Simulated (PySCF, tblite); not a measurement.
Species: C2H7FOSi3.
SMILES with atom numbers: `[O:1]=[C:2]1[SiH2:3][SiH2:4][SiH2:5][C@H:6]1[F:7]` (hydrogens: H8, H9 on Si3; H10, H11 on Si4; H12, H13 on Si5; H14 on C6)

Structure used (GFN2-xTB), in Å, numbered top down from 1:
```xyz
14
C2H7FOSi3 angstrom
O      0.052    2.156   -1.273
C      0.322    1.390   -0.370
Si     1.768    0.114   -0.466
Si     0.291   -1.704   -0.365
Si    -1.613   -0.474    0.229
C     -0.621    1.126    0.749
F      0.091    0.743    1.886
H      2.651    0.294    0.685
H      2.508    0.394   -1.694
H      0.097   -2.438   -1.625
H      0.639   -2.751    0.605
H     -2.412   -0.782    1.418
H     -2.540   -0.052   -0.823
H     -1.234    1.985    1.022
```

Level of theory: CAM-B3LYP/def2-SVPD in PySCF (dipole) on a GFN2-xTB geometry, gas phase.

Take the most abundant isotopes and a rigid rotor. The values belong to one conformer with, in the numbering `[O:1]=[C:2]1[SiH2:3][SiH2:4][SiH2:5][C@H:6]1[F:7]`, O1–C2–Si3–Si4 -115°, C2–Si3–Si4–Si5 -12°, Si3–Si4–Si5–C6 -16°, Si4–Si5–C6–F7 -67°.

Question: Give the principal moments of inertia and the rotational constants in MHz.

Answer: Ia = 312.95, Ib = 333.75, Ic = 445.92 u·Å²; 505379 MHz·u·Å²/I gives A = 1615, B = 1514, C = 1133 MHz.

Question: Classify the top.

Answer: An asymmetric top; Ray's κ = 0.582.

Question: What does the inertial defect say?

Answer: Not planar: Δ = Ic − Ia − Ib = -200.78 u·Å². For a rigid frame Δ = −2 Σ m c², so Σ m c² = 100.39 u·Å² lies off the ab plane: 9.59 from hydrogen and 90.80 from heavier atoms. The atom farthest from that plane is 1.90 Å away.

Question: Give the other two planar moments, Paa and Pbb, and the rms extents of the mass along the axes.

Answer: Paa = Σ m a² = (Ib + Ic − Ia)/2 = 233.36 and Pbb = Σ m b² = (Ia + Ic − Ib)/2 = 212.56 u·Å². With the mass M = 149.98 u, the rms extents √(P/M) along a, b and c are 1.25, 1.19, 0.82 Å.

Question: List the rotational levels J(Ka,Kc) to J = 2 (MHz).

Answer: Above 0(0,0):
J = 1: 1(0,1) 2648, 1(1,1) 2748, 1(1,0) 3129
J = 2: 2(0,2) 7645, 2(1,2) 7662, 2(1,1) 8805, 2(2,1) 9107, 2(2,0) 9405

Question: Which lines would a microwave search look for?

Answer: The dipole components are |μa| = 2.18 D, |μb| = 0.69 D, |μc| = 0.48 D. The squared components, which scale the intensities, stand as 1.00 : 0.10 : 0.05 (a : b : c). Some lines, for components of 0.1 D or more:

```csv
type,branch,"J(Ka,Kc)",MHz,lower level (cm⁻¹)
c,Q,"2(2,1) ← 2(1,1)",302,0.294
a,Q,"4(3,1) ← 4(3,2)",830,0.987
b,Q,"3(3,1) ← 3(2,2)",1606,0.569
a,Q,"3(1,2) ← 3(1,3)",2082,0.496
b,Q,"5(4,2) ← 5(3,3)",2291,1.433
a,R,"1(0,1) ← 0(0,0)",2648,0.000
b,Q,"5(3,3) ← 5(2,4)",2988,1.334
b,R,"2(0,2) ← 1(1,1)",4897,0.092
a,R,"2(1,2) ← 1(1,1)",4914,0.092
a,R,"3(0,3) ← 2(0,2)",7237,0.255
c,R,"3(2,1) ← 2(1,1)",9248,0.294
a,R,"4(0,4) ← 3(0,3)",9496,0.496
b,R,"3(2,1) ← 2(1,2)",10391,0.256
a,R,"4(2,2) ← 3(2,1)",11293,0.602
b,R,"4(3,2) ← 3(2,1)",11526,0.602
b,R,"5(0,5) ← 4(1,4)",11762,0.813
a,R,"5(0,5) ← 4(0,4)",11762,0.813
b,R,"5(1,4) ← 4(2,3)",12613,0.913
a,R,"5(2,4) ← 4(2,3)",12615,0.913
a,R,"5(1,4) ← 4(1,3)",12626,0.913
b,R,"5(2,4) ← 4(1,3)",12628,0.913
b,R,"4(3,1) ← 3(2,2)",13360,0.569
b,R,"5(3,2) ← 4(4,1)",13374,1.048
c,R,"5(4,1) ← 4(3,1)",15491,1.014
c,R,"5(1,4) ← 4(0,4)",15606,0.813
c,R,"5(5,0) ← 4(4,0)",15900,1.052
c,R,"5(5,1) ← 4(4,1)",15956,1.048
```

Question: Estimate the classical rotational partition function at 10 K, 25 K and 500 K.

Answer: Point group C1, symmetry number σ = 1; q = (√π/σ)·√((kT/h)³/(ABC)), k/h = 20836.6 MHz/K: 3200 at 10 K, 12700 at 25 K, 1130000 at 500 K.

Its GFN2-xTB frequencies are all real (lowest 64 cm⁻¹). Zero-point vibration and centrifugal distortion are left out.
